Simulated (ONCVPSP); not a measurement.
What one change does to a pseudopotential (nitrogen (N), ONCV)

```
Element                 : nitrogen
Generator               : ONCVPSP 4.0.1
Type                    : optimised norm-conserving Vanderbilt (ONCV)
Functional              : PBE
Relativity              : scalar-relativistic
Frozen core             : [He]
Valence charge          : 5
Reference configuration : 2s1 2p4
Partial waves           : 2s: rc 0.70 bohr, ncon 3, nbas 6, qcut 7.8 1/bohr, 2 projectors, debl 3.4 Ha; 2p: rc 1.50 bohr, ncon 3, nbas 6, qcut 8.7 1/bohr, 2 projectors, debl 2.1 Ha; d scattering state at 0.05 Ha: rc 1.35 bohr, ncon 5, nbas 8, qcut 8 1/bohr, 2 projectors, debl 3.2 Ha
Local potential         : polynomial inside 0.55 bohr (lpopt 5, dvloc0 -1 Ha)
Core correction         : Teter function fitted to the true core (icmod 2), fcfact 0.55
```

Change: s: qcut 10.

Cutoffs: the cutoffs (Ha) at which the residual kinetic energy of the hardest occupied pseudo-wave falls to 1 and 0.1 mHa per electron; they do not see the model core or the augmentation charge, which bear on the density cutoff. Errors are all-electron minus pseudo energies relative to the spin-unpolarised reference configuration.

Q: What does the change do?

A: The potential gets neither clearly harder nor softer (30 Ha and 175 Ha → 30 Ha and 181 Ha); a bound ghost appears in s, which as a rule spoils a file; the errors of the 4 common tests hardly move.

| quantity | base | changed |
| --- | --- | --- |
| cutoff, loose | 30 Ha | 30 Ha |
| cutoff, tight | 175 Ha | 181 Ha |
| loose cutoff by channel | s 30 Ha, p 25 Ha | s 30 Ha, p 25 Ha |
| bound ghosts | none | s |
| GHOST(+) flags under 300 eV | d at 164.2 eV | d at 164.2 eV |
| error for 2s2 2p3, meV [ΔE -11.51 eV] | +6.9 | +6.9 |
| error for 2s2 2p2, meV [ΔE 2.08 eV] | +57 | +56 |
| error for 2s2 2p1, meV [ΔE 30.94 eV] | +261 | +256 |
| error for 2s0 2p5, meV [ΔE 11.53 eV] | +3.9 | +3.7 |
| s: phases at 0.71 bohr within 0.05 rad from the reference energy up to (Ha; the scan ends near 5) | to the end of the scan | to the end of the scan |
| p: phases at 1.52 bohr within 0.05 rad from the reference energy up to (Ha; the scan ends near 5) | to the end of the scan | to the end of the scan |
| d: phases at 1.37 bohr within 0.05 rad from the reference energy up to (Ha; the scan ends near 5) | to the end of the scan | to the end of the scan |
| rms error of d²Exc/dni dnj with the model core, mHa | 1.77 | 1.77 |

 A true bound ghost makes a file unfit for plane-wave use even where its test errors are small: the radial tests pick states by their node count and pass the ghost by.
